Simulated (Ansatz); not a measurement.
The cluster Sn₂Ge₂ (the lowest singlet isomer of a short search), 4 atoms. Hardware: 2 threads of AMD EPYC 7R13 on a shared host.

In the def2 sets Sn takes a core potential; there is no spin–orbit coupling. Correlated methods freeze 26 core orbitals; core or outer-core shells of Ge, Sn are correlated, in sets that lack core-valence functions.

(1) How many basis functions does each of these Ansatz runs have, and roughly what does it cost? PBE with 15 % exact exchange/def2-SVP, charge 0 quintet, energy, from earlier orbitals; PBE0-D4/def2-TZVP, charge 0 unrestricted singlet, energy, from earlier orbitals; LDA (SPW92)/def2-TZVP, charge 0 quintet, energy, from earlier orbitals; PBE-D4/def2-TZVP, charge 0 singlet, energy, from earlier orbitals; PBE-D4/def2-TZVP, charge 0 unrestricted singlet, energy, from earlier orbitals; HF/STO-3G, charge 0 triplet, energy; MP2/def2-TZVP, charge 0 triplet, energy, from earlier orbitals; MP2/def2-TZVP, charge 0 quintet, energy, from earlier orbitals; PBE with 10 % exact exchange/def2-SVP, charge 0 quintet, energy, from earlier orbitals; PBE0-D4/def2-SVP, charge 0 singlet, energy, from earlier orbitals; revPBE-D4/def2-TZVP, charge 0 singlet, energy, from earlier orbitals; PBE-D4/def2-TZVP, charge 0 triplet, energy, from earlier orbitals.

Results:

(1) Other jobs shared the machine, so times can vary by a factor of up to 3. A dash marks memory too small to be measured apart from the calling script's.

```tsv
run	functions	fitting or Cholesky vectors	wall time	peak host memory (GiB)
revPBE-D4/def2-TZVP, charge 0 singlet, energy, from earlier orbitals	196	1492	3.6 s	–
PBE0-D4/def2-SVP, charge 0 singlet, energy, from earlier orbitals	116	1316	4 s	–
PBE-D4/def2-TZVP, charge 0 singlet, energy, from earlier orbitals	196	1492	4.2 s	–
LDA (SPW92)/def2-TZVP, charge 0 quintet, energy, from earlier orbitals	196	1492	4.4 s	–
PBE-D4/def2-TZVP, charge 0 triplet, energy, from earlier orbitals	196	1492	6.5 s	–
PBE-D4/def2-TZVP, charge 0 unrestricted singlet, energy, from earlier orbitals	196	1492	7 s	–
HF/STO-3G, charge 0 triplet, energy	90	1071	8 s	0.64
PBE with 10 % exact exchange/def2-SVP, charge 0 quintet, energy, from earlier orbitals	116	1316	8.5 s	–
PBE with 15 % exact exchange/def2-SVP, charge 0 quintet, energy, from earlier orbitals	116	1316	8.5 s	–
PBE0-D4/def2-TZVP, charge 0 unrestricted singlet, energy, from earlier orbitals	196	1611	17 s	0.87
MP2/def2-TZVP, charge 0 triplet, energy, from earlier orbitals	196	1613	23 s	0.93
MP2/def2-TZVP, charge 0 quintet, energy, from earlier orbitals	196	1615	23 s	0.93
```
